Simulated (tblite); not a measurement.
Species: C₃H₁₃NSSi₃.
Structure used (GFN2-xTB), in Å, numbered top down from 1:
```
atom  x, y, z in Å
C1     3.0215   -0.9133   -1.0201
C2     1.7899   -1.1811   -0.6157
C3     0.5665   -0.8433   -1.3844
Si4   -0.2943    0.7329   -0.7341
S5     1.2376    2.1909   -0.3522
N6    -1.2446    0.4519    0.6870
Si7   -1.8936    1.8379    1.5479
Si8   -1.7801   -1.1605    1.1089
H9     3.8839   -1.1461   -0.4196
H10    3.2175   -0.4720   -1.9850
H11    1.6250   -1.6304    0.3547
H12   -0.1461   -1.6638   -1.3370
H13    0.8214   -0.6752   -2.4306
H14   -1.1323    1.3055   -1.7921
H15    2.2658    1.3797   -0.5768
H16   -1.0041    2.9679    1.3233
H17   -1.9422    1.4669    2.9591
H18   -3.2299    2.1164    1.0156
H19   -2.4222   -1.7596   -0.0653
H20   -2.7333   -1.0364    2.2050
H21   -0.6153   -1.9514    1.5110
```

Calculated harmonic vibrations of the isolated species, GFN2-xTB (tblite), most abundant isotopes, no scaling. Errors from tens to a few hundred cm⁻¹ against measured bands are possible. Modes of hydrogen on silicon and sulfur can be 10 to 20 % off. One conformer, not necessarily the lowest. The optimisation stopped once no atom felt more than 0.01 eV/Å.

Lowest wavenumbers of the output (negative numbers stand for imaginary wavenumbers):
```
mode    cm-1
  1     -33.4
  2      18.4
  3      54.7
  4      86.6
  5      92.9
  6     116.9
  7     139.6
  8     169.7
  9     176.5
 10     186.7
```

Is this structure a minimum?

Not by this Hessian. 1 mode is imaginary beyond 20i (33i cm⁻¹), so at this level the point lies at or near a first-order saddle. The curvature is small, so loose convergence or finite differences may be the whole cause.

Which atoms move in the imaginary mode?

33i: H18 (Si–H hydrogen) 33 %, H17 (Si–H hydrogen) 30 %, H16 (Si–H hydrogen) 23 %. These are shares of the mass-weighted motion.

What is the remedy?

Step along that mode in both directions, optimise again with tighter thresholds and repeat the frequencies. The zero-point energy of this point (88.8 kcal/mol) counts the 56 real modes alone, and thermal corrections from it aren't those of a minimum.

On an Arm Neoverse N1 with one thread, shared host with 64 logical CPUs at a one-minute load of 58, this took 2.4 s wall. The figure is for the frequency step alone.
